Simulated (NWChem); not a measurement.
The numbers come from NWChem runs, not from measurements. System: ethyl methyl carbonate (C$_{4}$H$_{8}$O$_{3}$), charge 0, spin multiplicity 1, at a geometry optimised with B3LYP/def2-SVP. Level: MP2/def2-SVP, 7 core orbitals frozen.

Input file:

```
start mol
memory heap 200 mb stack 900 mb global 1100 mb
geometry units angstroms nocenter noautoz
  C      3.039390    -0.382998     0.000000
  C      1.784637     0.464002     0.000000
  O      0.654445    -0.423549     0.000000
  C     -0.547234     0.156758     0.000000
  O     -0.760979     1.344181     0.000000
  O     -1.479272    -0.802033     0.000000
  C     -2.830157    -0.347741     0.000000
  H      3.079460    -1.027661    -0.891404
  H      3.929797     0.264634     0.000000
  H      3.079460    -1.027661     0.891404
  H      1.728321     1.116637     0.886529
  H      1.728321     1.116637    -0.886529
  H     -3.453615    -1.250429     0.000000
  H     -3.042558     0.259460     0.893293
  H     -3.042558     0.259460    -0.893293
  symmetry group Cs
end
basis spherical
  * library def2-svp
end
scf
  rhf
  nopen 0
  maxiter 100
  thresh 1e-7
  semidirect memsize 60000000 filesize 0
end
mp2
  freeze core 7
end
task mp2 energy
```

Part of the output:

```
             Northwest Computational Chemistry Package (NWChem) 7.3.0
             --------------------------------------------------------

                                NWChem Input Module
                                -------------------

 Scaling coordinates for geometry "geometry" by  1.889725989
 (inverse scale =  0.529177249)

 Turning off AUTOSYM since
 SYMMETRY directive was detected!

                             Geometry "geometry" -> ""
                             -------------------------

 Output coordinates in angstroms (scale by  1.889725989 to convert to a.u.)

  No.       Tag          Charge          X              Y              Z
 ---- ---------------- ---------- -------------- -------------- --------------
    1 C                    6.0000     3.03939000    -0.38299800     0.00000000
    2 C                    6.0000     1.78463700     0.46400200     0.00000000
    3 O                    8.0000     0.65444500    -0.42354900     0.00000000
    4 C                    6.0000    -0.54723400     0.15675800     0.00000000
    5 O                    8.0000    -0.76097900     1.34418100     0.00000000
    6 O                    8.0000    -1.47927200    -0.80203300     0.00000000
    7 C                    6.0000    -2.83015700    -0.34774100     0.00000000
    8 H                    1.0000     3.07946000    -1.02766100    -0.89140400
    9 H                    1.0000     3.92979700     0.26463400     0.00000000
   10 H                    1.0000     3.07946000    -1.02766100     0.89140400
   11 H                    1.0000     1.72832100     1.11663700     0.88652900
   12 H                    1.0000     1.72832100     1.11663700    -0.88652900
   13 H                    1.0000    -3.45361500    -1.25042900     0.00000000
   14 H                    1.0000    -3.04255800     0.25946000     0.89329300
   15 H                    1.0000    -3.04255800     0.25946000    -0.89329300

 Effective nuclear repulsion energy (a.u.)     319.5033272197

            Nuclear Dipole moment (a.u.)
            ----------------------------
        X                 Y               Z
[...]
     1   1 0 0      0.092078      0.000000     -0.000008
     1   0 1 0     -0.145312      0.000000     -0.000009
     1   0 0 1     -0.000000      0.000000      0.000000

     2   2 0 0    -22.726802      0.000000    788.430023
     2   1 1 0      2.377749      0.000000     13.481199
     2   1 0 1      0.000000      0.000000      0.000000
     2   0 2 0    -35.864674      0.000000    108.756237
     2   0 1 1      0.000000      0.000000      0.000000
     2   0 0 2    -30.185491      0.000000     16.987604

                   NWChem MP2 Semi-direct Energy/Gradient Module
                   ---------------------------------------------

  Basis functions       =    138
  Molecular orbitals    =    138
  Frozen core           =      7
  Frozen virtuals       =      0
  Active alpha occupied =     21
  Active beta occupied  =     21
  Active alpha virtual  =    110
  Active beta virtual   =    110
  Use MO symmetry       = T
  Use skeleton AO sym   = T

  AO/Fock/Back tols     =   1.0D-09  1.0D-09  1.0D-09

 GA uses MA = F    GA memory limited = T

 Available:
  local mem=  1.26D+08
 global mem=  1.44D+08
 local disk=  0.00D+00
  mp2_memr nvloc                   110
  nvloc new                   110
   1 passes of  21:        3145728                      97754                  65110860.
   1 passes of  21: M    126139716           G      144141112           F     122993988.

 Semi-direct pass number   1 of   1  for RHF alpha+beta  at        3.4s
  vrange nnbf                  8286
  mp2_eaftype                   248  avail_ma_in_mb                  1099
 EAF : mp2_eaftype filesize         248   32555430.
  mp2_eaf for mointskh                    248
Node 0 wrote    153.1 Mb in      0.0 s     Agg I/O rate:  4636.2 Mb/s
 Done moints_semi at        7.5s
  mp2_eaftype                   248  avail_ma_in_mb                   851
 EAF : mp2_eaftype filesize         248   32555430.
  mp2_eaf for kh                   248
 Done maket at        7.9s
 Done multipass loop at        7.9s

          -------------------------------------------
          SCF energy                -380.450001068804
          Correlation energy          -1.093564734436
          Singlet pairs               -0.679737790319
          Triplet pairs               -0.413826944117
          Total MP2 energy          -381.543565803240
          -------------------------------------------

          ---------------------------------------------------
                    Spin Component Scaled (SCS) MP2
          Same spin pairs                     -0.275884629412
          Same spin scaling factor             0.333333333333
          Opposite spin pairs                 -0.817680105024
          Opposite spin scaling fact.          1.200000000000
          SCS-MP2 correlation energy          -1.073177669166
          Total SCS-MP2 energy              -381.523178737971
          ---------------------------------------------------

 -----------------------
 Performance information
 -----------------------

 Timer overhead =  1.44D-07 seconds/call

               Nr. of calls         CPU time (s)                 Wall time (s)                GFlops
             ---------------    -------------------     ------------------------------   -------------------
Name         Min   Avg   Max    Min     Avg     Max     Min     Avg     Max   Mx/calls   Min     Max     Sum
mp2: moin     1     1     1    4.0     4.0     4.0      4.0     4.0     4.0     4.0      0.0     0.0     0.0
mp2: make     1     1     1   0.43    0.43    0.43     0.43    0.43    0.43    0.43      0.0     0.0     0.0
mp2: tota     1     1     1    4.5     4.5     4.5      4.5     4.5     4.5     4.5      0.0     0.0     0.0

 The average no. of pstat calls per process was 3.00D+00
 with a timing overhead of 4.31D-07s

 Task  times  cpu:        7.9s     wall:        7.9s

 Total times  cpu:        7.9s     wall:        7.9s
```
